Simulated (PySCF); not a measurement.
## Deuteron quadrupole couplings in 1,2-dihydro-3-methylnaphthalene

1,2-dihydro-3-methylnaphthalene, C11H12.
Cartesian coordinates in Å at the PBE0-D3(BJ)/def2-SVP level; atoms count from 1:
```
atom  x, y, z in Å
C1    -3.1929    0.5461    0.1545
C2    -1.7444    0.2008    0.0488
C3    -0.7581    1.0973    0.2432
C4     0.6512    0.7663    0.0442
C5     1.6308    1.7612   -0.0650
C6     2.9643    1.4274   -0.2889
C7     3.3343    0.0889   -0.4036
C8     2.3665   -0.9102   -0.2848
C9     1.0305   -0.5891   -0.0582
C10   -0.0306   -1.6329    0.1590
C11   -1.3879   -1.1999   -0.3780
H12   -3.6960   -0.0763    0.9144
H13   -3.3465    1.6025    0.4160
H14   -3.7114    0.3478   -0.8001
H15   -1.0048    2.1322    0.5012
H16    1.3351    2.8107    0.0184
H17    3.7164    2.2151   -0.3769
H18    4.3778   -0.1803   -0.5833
H19    2.6571   -1.9618   -0.3645
H20   -0.1240   -1.7993    1.2494
H21    0.2774   -2.5953   -0.2772
H22   -1.3939   -1.2364   -1.4854
H23   -2.1666   -1.9075   -0.0503
```

Level: PBE0/pcSseg-1 (PySCF, non-relativistic); Q(2H) = 0.00286 b; rigid geometry, the same for H and D, with no vibrational averaging.

Question: Rank these positions by the coupling χzz of a deuteron there, largest first.
A. H17 (aromatic hydrogen)
B. H12 (methyl hydrogen)
C. H13 (methyl hydrogen)
D. H22 (methylene hydrogen)

Answer: A (205 kHz), C (197 kHz), B (193 kHz), D (186 kHz).

Question: Give the electric field gradient Vzz (the principal value of largest size), its asymmetry and the 2H coupling at each hydrogen.

Answer: 
```json
{"atom": "H12", "bonded to": "C1", "bond length (Å)": "1.104", "Vzz (au)": "0.2871", "η": "0.03", "χzz (kHz)": "193"}
{"atom": "H13", "bonded to": "C1", "bond length (Å)": "1.099", "Vzz (au)": "0.2939", "η": "0.03", "χzz (kHz)": "197"}
{"atom": "H14", "bonded to": "C1", "bond length (Å)": "1.104", "Vzz (au)": "0.2858", "η": "0.03", "χzz (kHz)": "192"}
{"atom": "H15", "bonded to": "C3", "bond length (Å)": "1.095", "Vzz (au)": "0.3015", "η": "0.09", "χzz (kHz)": "203"}
{"atom": "H16", "bonded to": "C5", "bond length (Å)": "1.094", "Vzz (au)": "0.3027", "η": "0.08", "χzz (kHz)": "203"}
{"atom": "H17", "bonded to": "C6", "bond length (Å)": "1.093", "Vzz (au)": "0.3050", "η": "0.07", "χzz (kHz)": "205"}
{"atom": "H18", "bonded to": "C7", "bond length (Å)": "1.093", "Vzz (au)": "0.3052", "η": "0.07", "χzz (kHz)": "205"}
{"atom": "H19", "bonded to": "C8", "bond length (Å)": "1.094", "Vzz (au)": "0.3024", "η": "0.07", "χzz (kHz)": "203"}
{"atom": "H20", "bonded to": "C10", "bond length (Å)": "1.107", "Vzz (au)": "0.2780", "η": "0.02", "χzz (kHz)": "187"}
{"atom": "H21", "bonded to": "C10", "bond length (Å)": "1.101", "Vzz (au)": "0.2886", "η": "0.04", "χzz (kHz)": "194"}
{"atom": "H22", "bonded to": "C11", "bond length (Å)": "1.108", "Vzz (au)": "0.2775", "η": "0.03", "χzz (kHz)": "186"}
{"atom": "H23", "bonded to": "C11", "bond length (Å)": "1.102", "Vzz (au)": "0.2858", "η": "0.03", "χzz (kHz)": "192"}
```

Question: How does χzz go with the bond length over the 12 C–H bonds?

Answer: A straight-line fit has a slope of -12.1 kHz for each 0.01 Å, with a correlation coefficient of -0.99, over lengths from 1.093 to 1.108 Å. The longer bonds have the smaller couplings here.

Question: Give the 2H NMR doublet splittings at H17 for a magnetic field along the z, y and x axes of the gradient: 3χ/2, 3χ(1 + η)/4, 3χ(1 − η)/4.

Answer: With |χ| = 205.0 kHz and η = 0.067: 307, 164 and 143 kHz, to first order and without motion.

One conformer (not necessarily the lowest) at the PBE0-D3(BJ)/def2-SVP geometry, without solvent, vibrations or thermal averaging. With a basis this small, the couplings can be 20 % off.
